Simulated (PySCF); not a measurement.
B(Br)(NH2)2 (BBrH₄N₂), SMILES BrB(N)N.

Geometry optimised at PBE-D3(BJ)/def2-SVP. This is a generated structure with no PubChem entry under its InChIKey; it may be hypothetical. Other conformers were not sampled.

Computed with PySCF with PBE-D3(BJ)/def2-SVP.

Frequencies are harmonic and unscaled.

Computed vibrational spectrum:
| mode | ν (cm⁻¹) | IR (km/mol) | moving atoms (share of kinetic energy) |
|---|---|---|---|
| 1 | 273 | 0.3 | N 54 %, H 23 %, B 14 %, Br 9 % |
| 2 | 273 | 0.0 | H 78 %, N 22 % |
| 3 | 303 | 2.1 | N 50 %, H 27 %, Br 23 % |
| 4 | 320 | 352.6 | H 86 %, N 14 % |
| 5 | 346 | 0.0 | H 100 % |
| 6 | 481 | 7.2 | B 58 %, H 32 %, N 8 % |
| 7 | 516 | 14.1 | B 32 %, N 29 %, H 27 %, Br 12 % |
| 8 | 560 | 0.1 | H 68 %, B 25 % |
| 9 | 815 | 0.0 | H 78 %, N 22 % |
| 10 | 899 | 4.3 | H 50 %, N 49 % |
| 11 | 1180 | 241.4 | B 57 %, H 22 %, N 20 % |
| 12 | 1398 | 38.6 | H 53 %, B 44 % |
| 13 | 1525 | 52.7 | H 83 %, N 15 % |
| 14 | 1557 | 358.0 | H 43 %, N 29 %, B 28 % |
| 15 | 3535 | 60.9 | H 96 % |
| 16 | 3540 | 9.2 | H 96 % |
| 17 | 3648 | 28.1 | H 91 %, N 9 % |
| 18 | 3649 | 38.6 | H 91 %, N 9 % |
